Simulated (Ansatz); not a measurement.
The same ligand exchange along the group F, Cl, Br, I.

Gas-phase electronic energies from Ansatz, PBE0-D4/def2-TZVP geometries. CCSD(T)/CBS adds triple-zeta CCSD(T) − MP2 to the extrapolated MP2 energy (def2 sets, frozen cores). This one scheme is used for every species. def2 core potentials past Kr. For I outer-core shells are correlated without core-valence functions, which leaves a few kJ/mol of doubt a bond. Each species was taken in one conformer, which may not be the lowest.

**Question.** Order these by ΔE at CCSD(T)/CBS, lowest first. (Estimate.)
A. `C[SiH](O)I` + H₂S → `C[SiH](O)S` + HI
B. `C[SiH](O)F` + H₂S → `C[SiH](O)S` + H–F
C. `C[SiH](O)Cl` + H₂S → `C[SiH](O)S` + HCl

**Answer.** A (+27.8 kJ/mol), C (+41.1 kJ/mol), B (+84.3 kJ/mol).

Largest T1 diagnostic: 0.011, for `C[SiH](O)F`.
